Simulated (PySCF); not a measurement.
Gas-phase reaction: 2 GeHCl + 4 H + GeCl4 ⇌ 3 GeH2Cl2

Energies from PySCF, thermal terms from the rigid-rotor harmonic-oscillator model, ideal gas at 1 bar. † marks an energy on the PBE0/def2-TZVP geometry and frequencies. Open shells (unrestricted): H (multiplicity 2); the rest are closed-shell singlets. B3LYP is the form with VWN-RPA correlation. Ge: all electrons, no relativistic terms. GeHCl: computed as isolated molecules; such fragments, hydroxides, amides, oligomers or adducts are transient or little studied in the gas.

LDA/def2-TZVP† gives ΔH°(298 K) = -1195 kJ.

What do M06-2X/def2-TZVP†, B3LYP/def2-TZVP†, PBE/def2-TZVP† give?

M06-2X/def2-TZVP†: -1101 kJ; B3LYP/def2-TZVP†: -1085 kJ; PBE/def2-TZVP†: -1052 kJ. For scale, ΔH°(298 K) is -1195 kJ at this level, -1098 kJ at ωB97M-V/def2-TZVP†, and runs from -1195 to -914 kJ over the 20 levels computed.
